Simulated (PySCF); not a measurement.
BiBrH6Si2, SMILES [SiH3][Bi]([SiH3])[Br]. Geometry: B3LYP-D3(BJ)/def2-SVP. The def2 effective core potentials stand for the cores of Bi; spin–orbit coupling is left out.

Computed equilibrium geometry at B3LYP-D3(BJ)/def2-SVP (PySCF confirms it by a frequency run) as a Z-matrix, and its point group:
point group Cs.
```
Bi
Br 1 2.6783
Si 1 2.6986 2 89.86
H 3 1.4885 1 109.76 2 50.59
H 3 1.4903 4 110.20 1 119.51
H 3 1.4950 4 109.70 5 120.16
Si 1 2.6986 2 89.86 3 89.11
H 7 1.4885 1 109.76 2 -50.59
H 7 1.4903 8 110.20 4 -147.56
H 7 1.4950 8 109.70 9 -120.16
```
Charge 0, spin multiplicity 1.
